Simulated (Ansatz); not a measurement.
`[SiH3][SiH2][SiH2][GeH3]` + HCl → `Cl[SiH2][SiH2][GeH3]` + SiH₄  (cleavage of the Si–Si bond)

Gas-phase electronic energies from Ansatz, PBE0-D4/def2-TZVP geometries. CCSD(T)/CBS is the MP2 limit (def2-TZVPP, def2-QZVPP) plus CCSD(T) − MP2 in def2-TZVPP, frozen cores. This one scheme is used for every species. DFT in def2-TZVPP. B3LYP here is the variant with VWN-RPA as its local correlation; programs differ in this. For Ge outer-core shells are correlated without core-valence functions, which leaves a few kJ/mol of doubt a bond. Scalar relativity is left out up to krypton. One conformer a species, not always the lowest.

`[SiH3][SiH2][SiH2][GeH3]`:

Z-matrix (Å, degrees):
```
Si
Si 1 2.338
H 1 1.488 2 109.9
H 1 1.488 2 111.3 3 120.6
H 1 1.488 2 109.5 3 -119.1
Si 2 2.337 1 109.6 3 58.5
H 2 1.490 1 110.1 3 -63.6
H 2 1.490 1 109.2 3 177.7
Ge 6 2.380 2 109.8 1 54.9
H 6 1.490 2 109.4 1 -64.6
H 6 1.490 2 110.8 1 176.1
H 9 1.538 6 110.1 2 -64.6
H 9 1.538 6 111.3 2 175.1
H 9 1.538 6 110.3 2 54.7
```

HCl:

Z-matrix (Å, degrees):
```
Cl
H 1 1.279
```

`Cl[SiH2][SiH2][GeH3]`:

```xyz
11

Cl   -0.113   -2.799   -0.527
Si    1.148   -1.503    0.473
Si    0.744    0.654   -0.325
Ge   -1.582    1.133   -0.163
H     0.839   -1.606    1.922
H     2.541   -1.962    0.243
H     1.530    1.627    0.485
H     1.191    0.743   -1.742
H    -2.381    0.186   -1.070
H    -2.052    0.943    1.289
H    -1.864    2.584   -0.584
```

SiH₄:

Z-matrix (Å, degrees):
```
Si
H 1 1.485
H 1 1.485 2 109.5
H 1 1.485 2 109.5 3 -120.0
H 1 1.485 2 109.5 3 120.0
```

```csv
level,ΔE (kJ/mol),difference from CCSD(T)/CBS
PBE-D4,-68.2,14.4
r2SCAN-D4,-80.1,2.5
PBE0-D4,-72.6,10.0
B3LYP-D4,-83.6,-1.0
ωB97X-V,-84.1,-1.5
ωB97M-V,-88.6,-6.0
B2PLYP,-89.2,-6.6
PBE,-71.3,11.3
r2SCAN,-81.3,1.3
PBE0,-75.6,7.0
B3LYP,-88.5,-5.9
HF/def2-TZVPP,-105.9,-23.3
MP2/def2-TZVPP,-88.5,-5.9
SCS-MP2/def2-TZVPP,-91.7,-9.1
CCSD/def2-TZVPP,-82.3,0.3
CCSD(T)/def2-TZVPP,-79.6,3.0
HF/def2-QZVPP,-106.7,-24.1
MP2/def2-QZVPP,-90.6,-8.0
SCS-MP2/def2-QZVPP,-93.7,-11.1
HF/CBS(def2),-106.9,-24.3
MP2/CBS(def2),-91.5,-8.9
CCSD/CBS(def2),-85.3,-2.7
CCSD(T)/CBS,-82.6,0
```

Largest T1 diagnostic among the species: 0.013.

From PBE to PBE0 (25 % exact exchange), in def2-TZVPP and without D4, ΔE moves by −4.3 kJ/mol. The D4 term adds +4.8 kJ/mol with B3LYP and +3.0 kJ/mol with PBE0; it sums over pairs of atoms, weighted by their polarisabilities, and B3LYP, whose exchange is more repulsive, gets the larger term.
